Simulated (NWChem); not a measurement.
CH$_{5}$F$_{2}$NOSi; SMILES N[Si](F)(OC)F

```xyz
11

C      0.0564    -2.3024    -0.1031
O      0.7064    -1.0797     0.1338
Si     0.0235     0.3961     0.0237
N     -1.4257     0.5017     0.8954
F      1.1823     1.4089     0.4863
F     -0.3365     0.8007    -1.4925
H     -0.9907    -2.2863     0.2457
H      0.0611    -2.5509    -1.1777
H      0.5928    -3.0976     0.4357
H     -2.1485     1.1536     0.6153
H     -1.4653     0.2898     1.8848
```
Atoms are numbered in this order, from 1.

All runs: NWChem. Structure relaxed at the PBE0/def2-SVP level.

Question: Predict the results for PBE/def2-SVP. Quantities: highest occupied level (eV); orbital gap (eV); dipole (D).

Answer: 
```yaml
highest occupied level (eV): -6.49
orbital gap (eV): 6.72
dipole (D): 3.15
```
